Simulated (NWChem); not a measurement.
Program: NWChem. System: O3S, charge 0, spin multiplicity 1, displaced from the optimised geometry. Level: PBE/def2-SVP.

Job file:

```
start mol
memory heap 200 mb stack 900 mb global 1100 mb
geometry units angstroms nocenter noautoz
  O      0.000000     0.000000     1.480421
  S      0.000000     0.000000     0.000003
  O     -1.282086     0.000000    -0.740213
  O      1.282086     0.000000    -0.740213
  symmetry group C2v
end
basis spherical
  * library def2-svp
end
dft
  xc xpbe96 cpbe96
  semidirect memsize 60000000 filesize 0
  iterations 100
  convergence energy 1e-4 density 1e-3 gradient 5e-3
end
task dft gradient
```

NWChem printed:

```
             Northwest Computational Chemistry Package (NWChem) 7.3.0
             --------------------------------------------------------

                                NWChem Input Module
                                -------------------

 Scaling coordinates for geometry "geometry" by  1.889725989
 (inverse scale =  0.529177249)

 Turning off AUTOSYM since
 SYMMETRY directive was detected!

                             Geometry "geometry" -> ""
                             -------------------------

 Output coordinates in angstroms (scale by  1.889725989 to convert to a.u.)

  No.       Tag          Charge          X              Y              Z
 ---- ---------------- ---------- -------------- -------------- --------------
    1 O                    8.0000     0.00000000     0.00000000     1.48042100
    2 S                   16.0000     0.00000000     0.00000000     0.00000300
    3 O                    8.0000    -1.28208600     0.00000000    -0.74021300
    4 O                    8.0000     1.28208600     0.00000000    -0.74021300

 Effective nuclear repulsion energy (a.u.)     176.8844727096

            Nuclear Dipole moment (a.u.)
            ----------------------------
        X                 Y               Z
 ---------------- ---------------- ----------------
     0.0000000000     0.0000000000     0.0000151178

      Symmetry information
      --------------------

 Group name             C2v
 Group number             16
 Group order               4
 No. of unique centers     3

      Symmetry unique atoms

     1    2    3


 Summary of "ao basis" -> "" (spherical)
 ------------------------------------------------------------------------------
       Tag                 Description            Shells   Functions and Types
 ---------------- ------------------------------  ------  ---------------------
 *                          def2-svp                  on all atoms

  pbe96 is a nonlocal functional; adding pw91lda local functional.

                                 NWChem DFT Module
                                 -----------------

 Summary of "ao basis" -> "ao basis" (spherical)
 ------------------------------------------------------------------------------
       Tag                 Description            Shells   Functions and Types
 ---------------- ------------------------------  ------  ---------------------
 O                          def2-svp                 6       14   3s2p1d
 S                          def2-svp                 8       18   4s3p1d

 Summary of "ao basis" -> "ao basis" (spherical)
 ------------------------------------------------------------------------------
       Tag                 Description            Shells   Functions and Types
 ---------------- ------------------------------  ------  ---------------------
 O                          def2-svp                 6       14   3s2p1d
 S                          def2-svp                 8       18   4s3p1d

      Symmetry analysis of basis
      --------------------------

        a1         26
        a2          6
        b1         17
        b2         11

            General Information
            -------------------
          SCF calculation type: DFT
          Wavefunction type:  closed shell.
          No. of atoms     :     4
          No. of electrons :    40
           Alpha electrons :    20
            Beta electrons :    20
          Charge           :     0
          Spin multiplicity:     1
          Use of symmetry is: on ; symmetry adaption is: on
          Maximum number of iterations: 100
          AO basis - number of functions:    60
                     number of shells:    26
          Convergence on energy requested:  1.00D-04
          Convergence on density requested:  1.00D-03
          Convergence on gradient requested:  5.00D-03

              XC Information
              --------------
          PerdewBurkeErnzerhof Exchange Functional  1.000
            Perdew 1991 LDA Correlation Functional  1.000 local
           PerdewBurkeErnz. Correlation Functional  1.000 non-local

             Grid Information
             ----------------
          Grid used for XC integration:  medium
          Radial quadrature: Mura-Knowles
          Angular quadrature: Lebedev.
          Tag              B.-S. Rad. Rad. Pts. Rad. Cut. Ang. Pts.
          ---              ---------- --------- --------- ---------
          O                   0.60       49           7.0       434
          S                   1.00       88           6.0       590
          Grid pruning is: on
          Number of quadrature shells:   186
          Spatial weights used:  Erf1

          Convergence Information
          -----------------------
          Convergence aids based upon iterative change in
          total energy or number of iterations.
          Levelshifting, if invoked, occurs when the
          HOMO/LUMO gap drops below (HL_TOL):  1.00D-02
          DIIS, if invoked, will attempt to extrapolate
          using up to (NFOCK): 10 stored Fock matrices.

                    Damping( 0%)  Levelshifting(0.5)       DIIS
                  --------------- ------------------- ---------------
          dE  on:    start            ASAP                start
          dE off:    2 iters        100 iters           100 iters

      Screening Tolerance Information
      -------------------------------
          Density screening/tol_rho:  1.00D-10
          AO Gaussian exp screening on grid/accAOfunc:   9
          CD Gaussian exp screening on grid/accCDfunc:  20
          XC Gaussian exp screening on grid/accXCfunc:  20
[...]
   data(b): 5.24e+05  0.00e+00  0.00e+00  0.00e+00
   time(s): 0.00e+00  0.00e+00  0.00e+00  0.00e+00  0.00e+00
rate(mb/s): 0.00e+00  0.00e+00
------------------------------------------------------------

   convergence    iter        energy       DeltaE   RMS-Dens  Diis-err    time
 ---------------- ----- ----------------- --------- --------- ---------  ------
 d= 0,ls=0.0,diis     1   -622.8165040888 -8.00D+02  5.11D-02  2.30D+00     0.2
 d= 0,ls=0.0,diis     2   -621.9087012087  9.08D-01  3.38D-02  1.17D+01     0.3
 d= 0,ls=0.0,diis     3   -623.0861552091 -1.18D+00  2.97D-03  4.06D-02     0.3
 d= 0,ls=0.0,diis     4   -623.0890870648 -2.93D-03  1.25D-03  1.24D-02     0.3
 d= 0,ls=0.0,diis     5   -623.0897573618 -6.70D-04  6.19D-04  4.48D-03     0.3
  Resetting Diis
 d= 0,ls=0.0,diis     6   -623.0902257673 -4.68D-04  3.38D-05  1.30D-05     0.4
 d= 0,ls=0.0,diis     7   -623.0902270973 -1.33D-06  2.54D-06  2.16D-08     0.4

         Total DFT energy =     -623.090227097296
      One electron energy =    -1209.141693091329
           Coulomb energy =      460.191086893244
    Exchange-Corr. energy =      -51.024093608850
 Nuclear repulsion energy =      176.884472709640

 Numeric. integr. density =       39.999995271121

     Total iterative time =      0.3s

                  Occupations of the irreducible representations
                  ----------------------------------------------

                     irrep           alpha         beta
                     --------     --------     --------
                     a1               10.0         10.0
                     a2                1.0          1.0
                     b1                6.0          6.0
                     b2                3.0          3.0

                       DFT Final Molecular Orbital Analysis
                       ------------------------------------

 Vector   18  Occ=2.000000D+00  E=-3.426499D-01  Symmetry=b2
              MO Center=  7.5D-11,  1.4D-15,  6.9D-01, r^2= 2.1D+00
   Bfn.  Coefficient  Atom+Function         Bfn.  Coefficient  Atom+Function
  ----- ------------  ---------------      ----- ------------  ---------------
     5      0.522018  1 O  py                 8      0.376643  1 O  py
    37     -0.261012  3 O  py                51     -0.261012  4 O  py
    40     -0.188322  3 O  py                54     -0.188322  4 O  py
    29      0.139614  2 S  d -1

 Vector   19  Occ=2.000000D+00  E=-3.426429D-01  Symmetry=a2
              MO Center= -7.5D-11, -2.6D-15, -6.9D-01, r^2= 2.1D+00
   Bfn.  Coefficient  Atom+Function         Bfn.  Coefficient  Atom+Function
  ----- ------------  ---------------      ----- ------------  ---------------
    37      0.452081  3 O  py                51     -0.452081  4 O  py
    40      0.326185  3 O  py                54     -0.326185  4 O  py
    28     -0.139614  2 S  d -2

 Vector   20  Occ=2.000000D+00  E=-2.913286D-01  Symmetry=b1
              MO Center= -1.3D-14, -9.2D-17, -1.1D-04, r^2= 2.7D+00
   Bfn.  Coefficient  Atom+Function         Bfn.  Coefficient  Atom+Function
  ----- ------------  ---------------      ----- ------------  ---------------
     4      0.397340  1 O  px                38      0.344135  3 O  pz
    52     -0.344135  4 O  pz                 7      0.282334  1 O  px
    41      0.244528  3 O  pz                55     -0.244528  4 O  pz
    36     -0.198699  3 O  px                50     -0.198699  4 O  px
    39     -0.141189  3 O  px                53     -0.141189  4 O  px

 Vector   21  Occ=0.000000D+00  E=-1.427338D-01  Symmetry=b2
              MO Center= -5.3D-15, -2.8D-15, -1.7D-05, r^2= 2.2D+00
   Bfn.  Coefficient  Atom+Function         Bfn.  Coefficient  Atom+Function
  ----- ------------  ---------------      ----- ------------  ---------------
    26      0.558239  2 S  py                23      0.436894  2 S  py
     5     -0.339544  1 O  py                37     -0.339551  3 O  py
    51     -0.339551  4 O  py                 8     -0.290787  1 O  py
    40     -0.290794  3 O  py                54     -0.290794  4 O  py
    20      0.213232  2 S  py

 Vector   22  Occ=0.000000D+00  E=-1.296843D-01  Symmetry=a1
              MO Center= -1.9D-16,  1.7D-15, -8.7D-06, r^2= 2.1D+00
   Bfn.  Coefficient  Atom+Function         Bfn.  Coefficient  Atom+Function
  ----- ------------  ---------------      ----- ------------  ---------------
    18      1.233778  2 S  s                  3     -0.331077  1 O  s
     9      0.331083  1 O  pz                35     -0.331068  3 O  s
    49     -0.331068  4 O  s                  6      0.327251  1 O  pz
    17      0.305986  2 S  s                 39     -0.286728  3 O  px
    53      0.286728  4 O  px                36     -0.283410  3 O  px

 Vector   23  Occ=0.000000D+00  E= 1.061691D-01  Symmetry=b1
              MO Center= -8.5D-15,  2.4D-17,  2.6D-01, r^2= 1.9D+00
   Bfn.  Coefficient  Atom+Function         Bfn.  Coefficient  Atom+Function
  ----- ------------  ---------------      ----- ------------  ---------------
    25      1.341595  2 S  px                35      0.592965  3 O  s
    49     -0.592965  4 O  s                 22      0.424704  2 S  px
     7     -0.352380  1 O  px                 4     -0.338719  1 O  px
    41      0.335681  3 O  pz                55     -0.335681  4 O  pz
    38      0.260483  3 O  pz                52     -0.260483  4 O  pz

 center of mass
 --------------
 x =   0.00000000 y =   0.00000000 z =   0.00000038

 moments of inertia (a.u.)
 ------------------
         187.776907859711           0.000000000000           0.000000000000
           0.000000000000         375.554507702620           0.000000000000
           0.000000000000           0.000000000000         187.777599842909

     Multipole analysis of the density
     ---------------------------------

     L   x y z        total         alpha         beta         nuclear
     -   - - -        -----         -----         ----         -------
     0   0 0 0     -0.000000    -20.000000    -20.000000     40.000000

     1   1 0 0      0.000000      0.000000      0.000000      0.000000
     1   0 1 0     -0.000000     -0.000000     -0.000000      0.000000
     1   0 0 1     -0.000114     -0.000065     -0.000065      0.000015

     2   2 0 0    -23.110852    -58.514765    -58.514765     93.918678
     2   1 1 0     -0.000000     -0.000000     -0.000000      0.000000
     2   1 0 1      0.000000      0.000000      0.000000      0.000000
     2   0 2 0    -18.615852     -9.307926     -9.307926      0.000000
     2   0 1 1      0.000000      0.000000      0.000000      0.000000
     2   0 0 2    -23.111203    -58.514767    -58.514767     93.918332

            General Information
            -------------------
          SCF calculation type: DFT
          Wavefunction type:  closed shell.
          No. of atoms     :     4
          No. of electrons :    40
           Alpha electrons :    20
            Beta electrons :    20
          Charge           :     0
          Spin multiplicity:     1
          Use of symmetry is: on ; symmetry adaption is: on
          Maximum number of iterations: 100
          AO basis - number of functions:    60
                     number of shells:    26
          Convergence on energy requested:  1.00D-04
          Convergence on density requested:  1.00D-03
          Convergence on gradient requested:  5.00D-03

              XC Information
              --------------
          PerdewBurkeErnzerhof Exchange Functional  1.000
            Perdew 1991 LDA Correlation Functional  1.000 local
           PerdewBurkeErnz. Correlation Functional  1.000 non-local

             Grid Information
             ----------------
          Grid used for XC integration:  medium
          Radial quadrature: Mura-Knowles
          Angular quadrature: Lebedev.
          Tag              B.-S. Rad. Rad. Pts. Rad. Cut. Ang. Pts.
          ---              ---------- --------- --------- ---------
          O                   0.60       49           7.0       434
          S                   1.00       88           6.0       590
          Grid pruning is: on
          Number of quadrature shells:   186
          Spatial weights used:  Erf1

          Convergence Information
          -----------------------
          Convergence aids based upon iterative change in
          total energy or number of iterations.
          Levelshifting, if invoked, occurs when the
          HOMO/LUMO gap drops below (HL_TOL):  1.00D-02
          DIIS, if invoked, will attempt to extrapolate
          using up to (NFOCK): 10 stored Fock matrices.

                    Damping( 0%)  Levelshifting(0.5)       DIIS
                  --------------- ------------------- ---------------
          dE  on:    start            ASAP                start
          dE off:    2 iters        100 iters           100 iters

      Screening Tolerance Information
      -------------------------------
          Density screening/tol_rho:  1.00D-10
          AO Gaussian exp screening on grid/accAOfunc:   9
          CD Gaussian exp screening on grid/accCDfunc:  20
          XC Gaussian exp screening on grid/accXCfunc:  20
          Schwarz screening/accCoul:  1.00D-08

                            NWChem DFT Gradient Module
                            --------------------------

  charge          =   0.00
  wavefunction    = closed shell

  Using symmetry

                         DFT ENERGY GRADIENTS

    atom               coordinates                        gradient
                 x          y          z           x          y          z
   1 O       0.000000   0.000000   2.797590    0.000000   0.000000   0.011912
   2 S       0.000000   0.000000   0.000006    0.000000   0.000000   0.000016
   3 O      -2.422791   0.000000  -1.398800   -0.010327   0.000000  -0.005964
   4 O       2.422791   0.000000  -1.398800    0.010327   0.000000  -0.005964

                 ----------------------------------------
                 |  Time  |  1-e(secs)   |  2-e(secs)   |
                 ----------------------------------------
                 |  CPU   |       0.00   |       0.25   |
                 ----------------------------------------
                 |  WALL  |       0.00   |       0.25   |
                 ----------------------------------------

 Task  times  cpu:        0.7s     wall:        0.7s

 Total times  cpu:        0.7s     wall:        0.7s
```
